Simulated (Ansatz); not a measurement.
C, charge +1, doublet; MP2/cc-pVDZ in Ansatz (a quantum-chemistry and plane-wave program).

The Ansatz input:
Ansatz 0.2 input:
```yaml
crystal:
  periodic: [false, false, false]
  atoms:
    - {symbol: C, position_ang: [0.00000000, 0.00000000, 0.00000000]}
basis:
  gaussian:
    orbitals: cc-pVDZ
total_charge: 1
magnetization: {spin_polarized: true, initial_magnetization: 1}
correlation: {method: mp2}
```

Output, abridged:

```
Functional definition: HF
71 factors; integrals over basis functions are off by at most 9.1e-5 eV
mean field evaluation 1: about -1014.4423 eV, gradient 5.5e0 eV
mean field evaluation 2: about -1014.4465 eV, gradient 5.5e0 eV
mean field evaluation 4: about -1014.6989 eV, gradient 2.2e-1 eV
mean field evaluation 8: about -1014.6997 eV, gradient 5.1e-4 eV
mean field evaluation 16: about -1014.6997 eV, gradient 1.7e-4 eV
mean field -1014.69973992 eV, -37.2895276540 hartree, gradient 1.3e-6 eV, S^2 0.755444; 3 other end points of the search recorded, 0 dependent functions left out
1 core orbitals not correlated
reference -1014.69973992 eV, -37.2895276540 hartree; 2, 1 occupied and 11, 12 virtual orbitals, 71 factors
second order -1.12360747 eV of doubles, -0.00000000 eV of singles
Total energy: -1015.82334739 eV, -37.3308194668 hartree
```
